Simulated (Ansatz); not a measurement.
`[NH2][Ge]([NH2])([NH2])[NH2]` and `[CH3][Ge]([NH2])([NH2])[NH2]` differ in one atom or group.

Ansatz, PBE0-D4/def2-TZVP geometries, multiplicity 1. Each molecule was computed in one conformer, which needn't be the lowest.

Scalar relativity is left out up to krypton.

```tsv
property	`[NH2][Ge]([NH2])([NH2])[NH2]`
HOMO–LUMO gap (B3LYP/def2-TZVPP) / eV	6.76
HOMO–LUMO gap (PBE/def2-TZVPP) / eV	5.07
size of the dipole moment (B3LYP/def2-TZVPP) / D	1.68
LUMO energy (PBE/def2-TZVPP) / eV	-0.36
HOMO energy (ωB97M-V/def2-TZVPP) / eV	-9.28
HOMO energy (PBE/def2-TZVPP) / eV	-5.43
```

Problem. Give the same properties after the change, and the shifts. (Best estimate.)

Solution. Ansatz gave: 
| property | `[CH3][Ge]([NH2])([NH2])[NH2]` | shift |
| --- | --- | --- |
| HOMO–LUMO gap (B3LYP/def2-TZVPP) / eV | 6.96 | 0.20 |
| HOMO–LUMO gap (PBE/def2-TZVPP) / eV | 5.29 | 0.22 |
| size of the dipole moment (B3LYP/def2-TZVPP) / D | 1.32 | -0.36 |
| LUMO energy (PBE/def2-TZVPP) / eV | -0.23 | 0.13 |
| HOMO energy (ωB97M-V/def2-TZVPP) / eV | -9.39 | -0.11 |
| HOMO energy (PBE/def2-TZVPP) / eV | -5.52 | -0.09 |

With PBE0 the HOMO falls by 0.09 eV and the LUMO rises by 0.10 eV, so the gap widens by about 0.19 eV. PBE moves the HOMO by -0.09 eV and ωB97M-V by -0.11 eV. Dipoles are sizes alone; their direction can turn.

B3LYP here is the variant with VWN-RPA as its local correlation; programs differ in this.
